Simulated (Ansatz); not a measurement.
AlCl4 (SMILES [Cl][Al-]([Cl])([Cl])[Cl]), charge -1, singlet, at a GFN2-xTB geometry (such geometries of metal compounds can be far from the true shape) (a gas-phase anion, which may not be bound at this level); R2SCAN/6-31G (Ansatz, a program for electronic structure).

The Ansatz input:
Ansatz 0.2 input:
```yaml
crystal:
  periodic: [false, false, false]
  atoms:
    - {symbol: Cl, position_ang: [-1.65839443, -0.37089430, -1.25730454]}
    - {symbol: Al, position_ang: [0.00000000, 0.00000000, 0.00000000]}
    - {symbol: Cl, position_ang: [0.00812152, 2.03452580, 0.57383638]}
    - {symbol: Cl, position_ang: [1.78590719, -0.44613033, -1.03930391]}
    - {symbol: Cl, position_ang: [-0.13563427, -1.21750117, 1.72277208]}
basis:
  gaussian:
    orbitals: 6-31G
    fitting: {mean_field: cc-pVTZ-JKFIT}
hamiltonian:
  xc: r2scan
total_charge: -1
```

It wrote (shortened):

```
Functional definition: r2SCAN
605 factors; integrals over basis functions are off by at most 7.8e-4 eV
mean field evaluation 1: about -56688.7556 eV, gradient 1.3e1 eV
mean field evaluation 2: about -56688.8411 eV, gradient 1.4e1 eV
mean field evaluation 4: about -56689.5014 eV, gradient 9.9e-2 eV
mean field evaluation 8: about -56689.4999 eV, gradient 3.4e-4 eV
mean field -56689.49988492 eV, -2083.3006952478 hartree, gradient 1.8e-5 eV, S^2 0.000000; 0 other end points of the search recorded, 0 dependent functions left out
reference -56689.49989693 eV, -2083.3006956891 hartree; 41, 41 occupied and 24, 24 virtual orbitals, 605 factors
Total energy: -56689.49989693 eV, -2083.3006956891 hartree
```
